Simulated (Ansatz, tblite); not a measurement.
Forces on Sn₅Cl₄⁺ at its PBE-D4/def2-SVP geometry. The state is a doublet with charge 1.

In the def2 sets Sn takes a core potential; there is no spin–orbit coupling. The xTB rows come from tblite. Another isomer (doublet) lies 0.16 eV lower at PBE0-D4/def2-SVP; other spin states weren't run for this one.

GFN1-xTB (tblite), largest force 1.10 eV/Å:

```xyz
9
positions Å, forces eV/Å
Sn    1.762    1.843   -0.886   -0.332   -0.890    0.562
Sn   -0.276    0.159   -2.256    0.341   -0.063    0.390
Sn   -0.889   -0.041    2.588    0.162    0.037   -1.005
Sn   -3.020    0.445   -1.707    0.463   -0.091    0.705
Sn    1.304   -2.088   -1.107   -0.127    0.876    0.660
Cl    0.174   -2.038    1.326    0.024    0.653   -0.330
Cl    0.622    1.784    1.542   -0.123   -0.600   -0.402
Cl    3.192   -0.346   -0.451   -0.940    0.126   -0.297
Cl   -2.867    0.283    0.951    0.533   -0.048   -0.284
```

GFN2-xTB (tblite), largest force 0.69 eV/Å:

```
Sn 0.211 -0.155 0.478
Sn -0.191 0.029 -0.140
Sn 0.049 0.020 -0.450
Sn 0.129 -0.041 0.508
Sn 0.235 0.049 0.488
Cl 0.002 0.421 -0.193
Cl -0.093 -0.385 -0.239
Cl -0.655 0.087 -0.191
Cl 0.314 -0.024 -0.262
```

PBE-D4/def2-SVP (Ansatz), largest force 0.03 eV/Å:

```
Sn 0.009 0.012 0.005
Sn 0.000 0.000 -0.001
Sn -0.007 -0.001 0.019
Sn -0.021 0.003 -0.018
Sn 0.007 -0.014 0.003
Cl 0.003 0.004 -0.005
Cl 0.002 -0.004 -0.006
Cl 0.008 -0.001 -0.006
Cl -0.002 0.000 0.008
```
